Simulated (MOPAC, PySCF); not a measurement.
CH3F3Ge, SMILES `F[C](F)(F)[GeH3]`, neutral singlet in the gas phase. 

Cartesian coordinates (Å):
SMILES: F[C](F)(F)[GeH3]
```xyz
8

F      1.4262    -1.2981    -0.2625
C      0.9800    -0.0323    -0.0900
F      1.4106     0.6845    -1.1540
F      1.6128     0.4619     0.9992
Ge    -1.0262     0.0446     0.1034
H     -1.4004     1.5173     0.2874
H     -1.3933    -0.7927     1.3310
H     -1.6235    -0.5368    -1.1804
```
Charge 0, multiplicity 1.

All levels are single points at this geometry (B3LYP-D3(BJ)/def2-TZVP); Pople sets use spherical d functions. Orbital energies aren't observables, and empty levels follow the basis.

PM7 in MOPAC gives HOMO (eV) = -11.79.

Task: Estimate the HOMO (eV) from each of these levels: B3LYP-D3(BJ)/def2-TZVP in PySCF; B3LYP/3-21G in PySCF; B3LYP/6-31G* in PySCF; HF/STO-3G in PySCF; PM6 in MOPAC.

Result: 
```tsv
level	HOMO (eV)
B3LYP-D3(BJ)/def2-TZVP in PySCF	-9.19
B3LYP/3-21G in PySCF	-8.52
B3LYP/6-31G* in PySCF	-8.77
HF/STO-3G in PySCF	-9.10
PM6 in MOPAC	-11.96
```
